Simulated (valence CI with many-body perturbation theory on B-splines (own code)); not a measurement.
**Energy levels of Ho53+**

Calculated by valence CI with perturbative core correlation (CI+MBPT): four valence electrons over a frozen Dirac-Fock core [Ne], a basis of 11 s, 11 p, 9 d, 7 f, 5 g, 2 h, 1 i functions for each j, with the one-electron correlation potential Σ1, the two-electron term Σ2, the three-electron term Σ3, Breit, model QED; selected CI, second order for the rest (own B-spline code, finite nucleus).

No measured spectrum was set against this ion. As an estimate, large intervals hold to a few tenths of a per cent, small ones and those within an open d or f shell to about a per cent.

Levels 1 to 45 of 65, with energies above the lowest level, (3s^2 3p1/2^2) J=0. "Leading %" is the weight of the configuration and term that name the level; weights of strongly mixed levels are sums over their largest components and can fall short. In the jj column 3d3/2^4 stands for four electrons in 3d with j = 3/2. Lifetimes count E1, E2, E3, M1 and M2 decay at the calculated energies, and are blank where another channel may lead or the interval is too uncertain; long ones can be off by a factor of two.

```tsv
No.	Configuration	Term	J	E (eV)	Leading %	Second component	Lifetime	Leading jj
1	3s2 3p2	3P	0	0.00	70	30 % 3s2 3p2 1S		3s^2 3p1/2^2 (99 %)
2	3s2 3p2	3P	1	213.95	99		15.8 ns	3s^2 3p1/2 3p3/2 (99 %)
3	3s2 3p2	1D	2	222.30	63	36 % 3s2 3p2 3P	1.44 μs	3s^2 3p1/2 3p3/2 (99 %)
4	3s 3p3	3P°	2	357.55	45	30 % 3s 3p3 5S°	51.7 ps	3s 3p1/2^2 3p3/2 (96 %)
5	3s 3p3	3D°	1	382.76	31	23 % 3s 3p3 1P°	2.52 ps	3s 3p1/2^2 3p3/2 (83 %)
6	3s2 3p 3d	3F°	2	408.14	74	20 % 3s2 3p 3d 1D°	144 ps	3s^2 3p1/2 3d3/2 (99 %)
7	3s2 3p2	3P	2	442.43	63	36 % 3s2 3p2 1D	6.64 ns	3s^2 3p3/2^2 (98 %)
8	3s2 3p 3d	3D°	1	445.36	46	24 % 3s2 3p 3d 1P°	459 fs	3s^2 3p1/2 3d3/2 (84 %)
9	3s2 3p2	1S	0	460.50	69	30 % 3s2 3p2 3P	5.73 ns	3s^2 3p3/2^2 (98 %)
10	3s2 3p 3d	3P°	2	475.22	44	33 % 3s2 3p 3d 3D°	4.98 ps	3s^2 3p1/2 3d5/2 (94 %)
11	3s2 3p 3d	3F°	3	476.07	53	23 % 3s2 3p 3d 1F°	8.03 ps	3s^2 3p1/2 3d5/2 (97 %)
12	3s 3p2 3d	5F	1	555.18	42	36 % 3s 3p2 3d 3D	24.3 ps	3s 3p1/2^2 3d3/2 (98 %)
13	3s 3p2 3d	3D	2	561.38	29	21 % 3s 3p2 3d 5F	24.9 ps	3s 3p1/2^2 3d3/2 (96 %)
14	3s 3p3	3D°	2	566.26	50	42 % 3s 3p3 5S°	3.35 ps	3s 3p1/2 3p3/2^2 (93 %)
15	3s 3p3	3D°	3	581.44	92	5 % 3s2 3p 3d 3F°	5.38 ps	3s 3p1/2 3p3/2^2 (92 %)
16	3s 3p3	3P°	0	592.07	87	12 % 3s2 3p 3d 3P°	3.09 ps	3s 3p1/2 3p3/2^2 (87 %)
17	3s 3p3	3P°	1	604.40	37	21 % 3s 3p3 3D°	1.79 ps	3s 3p1/2 3p3/2^2 (84 %)
18	3s 3p3	1D°	2	605.42	56	11 % 3s2 3p 3d 3D°	1.39 ps	3s 3p1/2 3p3/2^2 (73 %)
19	3s 3p3	3S°	1	614.87	34	24 % 3s 3p3 3P°	644 fs	3s 3p1/2 3p3/2^2 (96 %)
20	3s 3p2 3d	3D	3	618.21	32	22 % 3s 3p2 3d 5D	6.44 ps	3s 3p1/2^2 3d5/2 (96 %)
21	3s 3p2 3d	3F	2	630.50	28	21 % 3s 3p2 3d 1D	5.77 ps	3s 3p1/2^2 3d5/2 (94 %)
22	3s2 3p 3d	3F°	3	655.16	42	36 % 3s2 3p 3d 1F°	881 fs	3s^2 3p3/2 3d3/2 (92 %)
23	3s2 3p 3d	3D°	2	657.25	41	17 % 3s 3p3 1D°	443 fs	3s^2 3p3/2 3d3/2 (73 %)
24	3s2 3p 3d	3P°	1	658.13	48	32 % 3s2 3p 3d 3D°	556 fs	3s^2 3p3/2 3d3/2 (84 %)
25	3s2 3p 3d	3P°	0	659.31	87	12 % 3s 3p3 3P°	647 fs	3s^2 3p3/2 3d3/2 (87 %)
26	3s2 3p 3d	3F°	4	684.49	99		13.8 ns	3s^2 3p3/2 3d5/2 (99 %)
27	3s2 3p 3d	3P°	2	691.87	44	39 % 3s2 3p 3d 1D°	9.71 ps	3s^2 3p3/2 3d5/2 (94 %)
28	3s2 3p 3d	3D°	3	714.51	56	40 % 3s2 3p 3d 1F°	2.22 ps	3s^2 3p3/2 3d5/2 (93 %)
29	3s2 3p 3d	1P°	1	722.75	63	23 % 3s2 3p 3d 3P°	3.20 ps	3s^2 3p3/2 3d5/2 (95 %)
30	3p4	3P	2	743.24	27	17 % 3s 3p2 3d 5F	3.66 ps	3s 3p1/2 3p3/2 3d3/2 (56 %)
31	3s 3p2 3d	5D	0	750.67	71	14 % 3s 3p2 3d 3P	18.2 ps	3s 3p1/2 3p3/2 3d3/2 (90 %)
32	3s 3p2 3d	5D	1	753.29	53	22 % 3s 3p2 3d 5F	26.6 ps	3s 3p1/2 3p3/2 3d3/2 (99 %)
33	3s 3p2 3d	5F	3	757.81	45	35 % 3s 3p2 3d 3F	24.6 ps	3s 3p1/2 3p3/2 3d3/2 (95 %)
34	3s 3p2 3d	5F	2	759.59	26	23 % 3p4 3P	1.88 ps	3s 3p1/2 3p3/2 3d3/2 (56 %)
35	3p4	1S	0	768.08	42	25 % 3p4 3P	1.45 ps	3p1/2^2 3p3/2^2 (67 %)
36	3s 3p2 3d	3F	4	772.24	29	29 % 3s 3p2 3d 3G	59.5 ps	3s 3p1/2 3p3/2 3d3/2 (92 %)
37	3s 3p2 3d	3F	2	784.80	62	8 % 3s 3p2 3d 3P	1.56 ps	3s 3p1/2 3p3/2 3d3/2 (84 %)
38	3s 3p2 3d	3D	3	789.75	30	23 % 3s 3p2 3d 5P	920 fs	3s 3p1/2 3p3/2 3d3/2 (86 %)
39	3s 3p2 3d	5P	1	794.24	33	24 % 3s 3p2 3d 3P	800 fs	3s 3p1/2 3p3/2 3d3/2 (96 %)
40	3s 3p2 3d	5P	2	794.88	25	24 % 3s 3p2 3d 3P	646 fs	3s 3p1/2 3p3/2 3d3/2 (85 %)
41	3s 3p2 3d	3G	3	799.03	48	22 % 3s 3p2 3d 1F	950 fs	3s 3p1/2 3p3/2 3d3/2 (97 %)
42	3s 3p2 3d	3D	1	800.61	40	21 % 3s 3p2 3d 1P	724 fs	3s 3p1/2 3p3/2 3d3/2 (92 %)
43	3s 3p2 3d	5D	4	801.40	47	35 % 3s 3p2 3d 5F	234 ps	3s 3p1/2 3p3/2 3d5/2 (99 %)
44	3s 3p2 3d	3D	1	819.10	55	11 % 3s 3p2 3d 3P	521 fs	3s 3p1/2 3p3/2 3d3/2 (78 %)
45	3s 3p3	3P°	2	819.97	49	16 % 3s 3p3 1D°	944 fs	3s 3p3/2^3 (95 %)
```

The ionisation energy to 3s2 3p 2P°_1/2 of the next ion comes out as 5137.2 eV (NIST: 5135 ± 5 eV (theoretical)). All 65 levels together are meant to be complete up to 903.33 eV.
